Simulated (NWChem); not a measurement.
Species: C$_{2}$H$_{6}$NO cation; SMILES CC(N)=[OH+]

```xyz
10

C      0.1849    -1.4055    -0.0001
C     -0.0070     0.0615     0.0001
N      0.9892     0.8984     0.0000
O     -1.1873     0.5901     0.0000
H     -0.3037    -1.8370     0.8888
H      1.2442    -1.6875     0.0049
H     -0.2972    -1.8366    -0.8928
H      0.8181     1.9041    -0.0001
H      1.9515     0.5740    -0.0003
H     -1.9059    -0.0620     0.0003
```
Atoms are numbered in this order, from 1.

Results from NWChem. Geometry: optimised at PBE0/def2-SVP. Total energies compare along this basis series because the functional is fixed.

```tsv
level	basis functions	energy (Ha)	highest occupied level (eV)	orbital gap (eV)
B3LYP/pcseg-1	86	-209.5241	-15.04	8.34
B3LYP/aug-pcseg-1	146	-209.5386	-15.00	8.24
B3LYP/pcseg-2	204	-209.6555	-15.00	8.27
B3LYP/STO-3G	26	-206.8623	-13.37	8.18
B3LYP/def2-SVP	86	-209.4118	-14.90	8.32
```
